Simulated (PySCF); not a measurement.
Static response to an electric field

C6H7NO.
Structure used (GFN2-xTB), in Å, numbered top down from 1:
```
atom  x, y, z in Å
O1     2.809   -0.919   -0.123
N2     2.027    0.129    0.420
C3     0.667    0.117    0.116
C4    -0.005   -1.065   -0.181
C5    -1.374   -1.055   -0.369
C6    -2.091    0.122   -0.253
C7    -1.424    1.301    0.044
C8    -0.056    1.305    0.222
H9     2.957   -1.547    0.599
H10    2.489    1.008    0.212
H11    0.553   -1.984   -0.283
H12   -1.883   -1.978   -0.608
H13   -3.161    0.124   -0.395
H14   -1.975    2.226    0.128
H15    0.463    2.226    0.448
```

Level: CAM-B3LYP/def2-SVPD (PySCF), static field, nuclei fixed, core orbitals frozen in the response. The polarisability tensor in these axes (au):

```
x   107.16  -4.73   6.89
y    -4.73  88.19   5.79
z     6.89   5.79  52.23
```

Q: Diagonalise the tensor; give its mean and Δα, where Δα² is half the sum of the squared differences of the eigenvalues.

A: Principal values 50.32, 88.45 and 108.80 au; mean 82.53 au = 12.23 Å³ = 13.61 × 10⁻⁴⁰ C²·m²/J; Δα = 51.42 au (62 % of the mean).

Q: What is the dipole moment, and where does it point?

A: (0.41, 0.17, 0.74) D, 0.86 D in size, pointing from the negative to the positive side. Measured along this direction, the outermost atoms are H13 and H12 at the negative end and H9 and H10 at the positive end.

Q: What depolarisation ratio follows for Rayleigh scattering of linearly polarised light, taking the static tensor?

A: ρ = 3Δα²/(45ᾱ² + 4Δα²) = 7933.1/(306472 + 10577.5) = 0.025.

Q: Refractivity n − 1 of an ideal gas of it at 500 K and 1 atm, from the electronic α?

A: N = p/kT = 1.4678 × 10¹⁹ cm⁻³, so n − 1 = 2π × N × 12.23 × 10⁻²⁴ cm³ = 1128 × 10⁻⁶ at long wavelengths, for an ideal gas.

Q: What are the principal values of the traceless quadrupole moment, Θ = ½Σq(3rr − r²1), about the centre of nuclear charge?

A: -11.16, 3.62, 7.54 D·Å. The values depend on the origin, since the dipole doesn't vanish. The electronic extent ⟨r²⟩ about the same centre is 965 bohr², a root-mean-square distance of 2.16 Å for the 58 electrons.

Q: Give the principal axes and the span of the nuclei along them.

A: Largest value along (0.98, -0.20, 0.10), where the nuclei span 6.39 Å; middle along (0.18, 0.97, 0.19), 4.67 Å; least along (-0.13, -0.17, 0.98), 0.79 Å. The response follows the extents in order.

Q: Form Σ f/ω² (atomic units) for the 8 lowest TDDFT singlets, given as eV and f, and set it beside the mean polarisability, which is this sum over all singlets: 5.00, 0.0298; 5.51, 0.0983; 5.86, 0.0509; 6.16, 0.0064; 6.61, 0.0064; 6.82, 0.2397; 6.88, 0.5536; 7.19, 0.0079.

A: They add up to 17.19 au, 20.8 % of the 82.53 au; the largest single term is 8.66 au, from the state at 6.88 eV. Terms in order: 0.88, 2.39, 1.10, 0.12, 0.11, 3.81, 8.66, 0.11 au. Higher excitations give the rest. The strengths listed sum to 0.993.

The structure is a single GFN2-xTB conformer in the gas phase; no vibrational or solvent corrections.

These values come from a run that also computed excited states. The run took 71 s wall on one thread, Arm Neoverse N1, on a shared host.
